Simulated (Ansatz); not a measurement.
A run for Ansatz (a first-principles code): R-CCSD(T)/aug-cc-pVDZ on GeH4 (SMILES [GeH4]). The run froze 14 orbitals, filled d shells among them.

Ansatz 0.2 input:
```yaml
crystal:
  periodic: [false, false, false]
  atoms:
    - {symbol: Ge, position_ang: [-0.28487261, 0.14269139, 0.13678956]}
    - {symbol: H, position_ang: [-0.81388557, -0.21854167, -1.26177694]}
    - {symbol: H, position_ang: [-0.68262781, 1.57598804, 0.49631305]}
    - {symbol: H, position_ang: [1.23215911, -0.05081856, 0.19211862]}
    - {symbol: H, position_ang: [-0.95349594, -0.83098348, 1.13506136]}
basis:
  gaussian:
    orbitals: aug-cc-pVDZ
magnetization: {spin_polarized: false}
correlation: {method: ccsd_t, electrons: outside_noble_gas}
scf: {lower_state_search: off}
```

Output:

```
WARN ansatz: RAYON_NUM_THREADS=1 ignored (pool sized by the plan → 1); use --threads N
Functional definition: HF
these checks for a lower state are left out or cut short: stability, starts, cluster_reference, orbital_swaps, neighbouring_geometries, increment
integrals: 0.05 GiB planned
742 factors; integrals over basis functions are off by at most 6.6e-4 eV
mean field: 0.15 GiB planned
mean field evaluation 1: about -56535.0338 eV, gradient 9.0e0 eV
mean field evaluation 2: about -56535.0507 eV, gradient 9.0e0 eV
mean field evaluation 4: about -56535.5626 eV, gradient 2.9e-1 eV
mean field evaluation 8: about -56535.5639 eV, gradient 5.9e-4 eV
mean field -56535.56390638 eV, -2077.6436523780 hartree, gradient 1.2e-6 eV, S^2 0.000000; 0 other end points of the search recorded, 0 dependent functions left out
14 core orbitals not correlated
reference -56535.56390638 eV, -2077.6436523780 hartree; 4, 4 occupied and 54, 54 virtual orbitals, 742 factors
second order -3.20597295 eV of doubles, -0.00000000 eV of singles
coupled cluster: 0.13 GiB planned
cycle   1  -3.82001115 eV  change   -6.1e-1 eV  update   5.6e-2
cycle   2  -4.03789352 eV  change   -2.2e-1 eV  update   1.9e-2
cycle   3  -4.04273928 eV  change   -4.8e-3 eV  update   4.0e-3
cycle   4  -4.04188883 eV  change    8.5e-4 eV  update   1.3e-3
cycle   5  -4.04168150 eV  change    2.1e-4 eV  update   3.7e-4
cycle   6  -4.04163067 eV  change    5.1e-5 eV  update   7.7e-5
cycle   7  -4.04163708 eV  change   -6.4e-6 eV  update   2.0e-5
cycle   8  -4.04164109 eV  change   -4.0e-6 eV  update   4.9e-6
perturbative correction -0.07631369 eV, -0.0028044763 hartree
Total energy: -56539.68186116 eV, -2077.7949844247 hartree
Checks for a lower state left out: stability, starts, cluster_reference, orbital_swaps, neighbouring_geometries, increment
```

The calculation finished and met its thresholds.

Cost: roughly 1.6 core-seconds.
